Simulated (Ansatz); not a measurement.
`C[NH][InH2]` + `CCNC` → `CC[N](C)[InH2]` + CH₃NH₂  (ligand exchange at the In–N bond)

Calculated with Ansatz (gas phase, PBE0-D4/def2-TZVP geometries, no zero-point term in ΔE). CBS: MP2 limit from def2 TZ/QZ plus the TZ coupled-cluster correction, frozen cores. DFT in def2-TZVPP. def2 core potentials past Kr. For In outer-core shells are correlated without core-valence functions, which leaves a few kJ/mol of doubt a bond. One conformer a species, not always the lowest.

`C[NH][InH2]`:

Cartesian coordinates in Å:
```
C 0.199 1.298 0.254
N 0.299 0.079 -0.512
In -0.425 -1.738 -0.048
H -0.352 1.114 1.180
H -0.335 2.093 -0.284
H 1.180 1.699 0.541
H 0.802 0.205 -1.376
H -0.114 -2.960 -1.206
H -1.254 -1.789 1.450
```

`CCNC`:

Z-matrix (Å, degrees):
```
C
C 1 1.514
H 1 1.092 2 110.6
H 1 1.092 2 111.0 3 120.6
H 1 1.094 2 111.0 3 -119.8
N 2 1.447 1 111.2 3 57.6
H 2 1.096 1 109.7 3 -61.5
H 2 1.106 1 109.7 3 -177.6
C 6 1.445 2 113.2 1 177.3
H 6 1.013 2 109.3 1 54.5
H 9 1.104 6 114.0 2 -54.9
H 9 1.094 6 109.5 2 65.4
H 9 1.092 6 109.9 2 -176.7
```

`CC[N](C)[InH2]`:

```xyz
15

C     0.923    0.211    1.695
C     1.020    0.200    0.187
N    -0.228   -0.053   -0.486
C    -0.067   -0.049   -1.917
In   -2.045   -0.389    0.340
H     0.570   -0.749    2.081
H     0.236    0.987    2.045
H     1.902    0.409    2.136
H     1.764   -0.557   -0.117
H     1.433    1.165   -0.152
H    -1.018   -0.241   -2.420
H     0.647   -0.819   -2.250
H     0.314    0.917   -2.283
H    -2.241   -0.396    2.036
H    -3.211   -0.635   -0.896
```

CH₃NH₂:

Cartesian coordinates in Å:
```
C 0.178 0.200 -0.501
N -0.491 -0.477 0.597
H 0.997 0.875 -0.210
H -0.552 0.786 -1.064
H 0.588 -0.543 -1.189
H -0.888 0.195 1.241
H 0.167 -1.035 1.126
```

```
         species  revPBE energy (Eh)
   `C[NH][InH2]`          -286.63266
          `CCNC`          -174.48872
`CC[N](C)[InH2]`          -365.25013
          CH₃NH₂           -95.86763
```

**Question.** Work out ΔE.

**Answer.** ΔE = (-365.25013) + (-95.86763) − (-286.63266) − (-174.48872) = 0.00362 Eh = +9.5 kJ/mol. CCSD(T)/CBS gives -2.6 kJ/mol.

Largest T1 diagnostic among the species: 0.016.

Leaving LDA and LC-ωPBE aside and taking each functional with its dispersion term where it has one, the values, not all of them listed here, spread over 5.6 kJ/mol, from revPBE-D4 to CAM-B3LYP-D4. LDA lies −7.1 kJ/mol from PBE without D4. In def2-TZVPP, CCSD(T) changes the Hartree–Fock value by −18.0 kJ/mol (the triples alone add −3.1 kJ/mol) and MP2 by −20.2 kJ/mol.
